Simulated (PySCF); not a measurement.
## Dipole moment and polarisability of (ClAlSe)3 ring

Species: (ClAlSe)3 ring, Al₃Cl₃Se₃.
Geometry (PBE0-D3(BJ)/def2-SVP, Å), atoms numbered from 1 in this order:
```
atom  x, y, z in Å
Al1   -1.2715    0.6965    1.5261
Cl2   -2.6277    1.4357    2.9401
Se3    0.5928    2.0093    1.2439
Al4    1.7581    1.0847   -0.5067
Cl5    3.5080    2.1490   -0.9389
Se6    1.4037   -0.7294   -1.8707
Al7   -0.4435   -1.8051   -1.0258
Cl8   -0.8408   -3.5956   -2.0358
Se9   -1.9463   -1.3146    0.6422
```

Level: CAM-B3LYP/def2-SVPD (PySCF), static field, nuclei fixed, core orbitals frozen in the response. The polarisability tensor in these axes (au):

```
x   202.47  26.92 -34.49
y    26.92 202.58  34.43
z   -34.49  34.43 185.29
```

Question: Diagonalise the tensor; give its mean and Δα, where Δα² is half the sum of the squared differences of the eigenvalues.

Answer: Principal values 131.47, 229.43 and 229.44 au; mean 196.78 au = 29.16 Å³ = 32.44 × 10⁻⁴⁰ C²·m²/J; Δα = 97.97 au (50 % of the mean).

Question: What is the dipole moment?

Answer: 0.01 D at this geometry.

Question: What would n − 1 = 2πNα be for an ideal gas of these molecules at 350 K and 1 atm, electronic part alone?

Answer: N = p/kT = 2.0968 × 10¹⁹ cm⁻³, so n − 1 = 2π × N × 29.16 × 10⁻²⁴ cm³ = 3842 × 10⁻⁶ at long wavelengths.

Question: What depolarisation ratio follows for Rayleigh scattering of linearly polarised light, taking the static tensor?

Answer: ρ = 3Δα²/(45ᾱ² + 4Δα²) = 28791.7/(1742517 + 38389.0) = 0.0162.

Question: Find the Langevin capture rate constant for NH4+ (18.034 u) meeting this molecule (425.601 u), k = 2.342 × 10⁻⁹ cm³/s × √(α in Å³ / reduced mass in u).

Answer: The reduced mass is 17.30 u, so k = 3.04 × 10⁻⁹ cm³/s.

Question: Traceless (Buckingham) quadrupole moment about the centre of nuclear charge: eigenvalues?

Answer: -9.11, -9.03, 18.14 D·Å. The electronic extent ⟨r²⟩ about the same centre is 6333 bohr², a root-mean-square distance of 3.04 Å for the 192 electrons.

Question: Molar refractivity from α?

Answer: Lorentz–Lorenz: R = (4π/3)N_A α = 2.5225 cm³/(mol·Å³) × 29.16 Å³ = 73.6 cm³/mol, in the limit of long wavelengths.

Geometry: PBE0-D3(BJ)/def2-SVP, one conformer, isolated molecule. The calculation is non-relativistic, for selenium too.
